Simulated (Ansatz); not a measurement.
Frontier orbitals of CH$_{2}$BFS, SMILES `FC1BS1`.

The species carries charge 0 and has multiplicity 1. The structure was optimised at the PBE0-D4/def2-TZVP level. Basis def2-TZVPP, Ansatz.

A caution on the coupled-cluster cation, which keeps the state that its UHF reference found: large T1 diagnostic of the cation.

| functional | HOMO (eV) | LUMO (eV) | gap (eV) |
| --- | --- | --- | --- |
| PBE | -6.90 | -2.68 | 4.22 |
| PBE0 | -8.27 | -1.74 | 6.53 |
| ωB97M-V | -10.46 | 0.31 | 10.77 |
| HF | -11.05 | 1.79 | 12.84 |

Q: What is the vertical ionisation energy at frozen-core CCSD(T)/CBS(def2)? (Best estimate.)

A: Ansatz gave: 11.04 eV (T1 of the cation 0.068).

Against PBE, PBE0 changes HOMO and LUMO by −1.36 and +0.94 eV, ωB97M-V by −3.56 and +2.98 eV. A gap of 4.23 eV thus becomes 10.77 eV for the same molecule, so an orbital gap means little without its functional. A positive LUMO is unbound and depends on the basis. −ε(HOMO) differs from that ionisation energy by −4.13 eV with PBE and −0.57 eV with ωB97M-V.
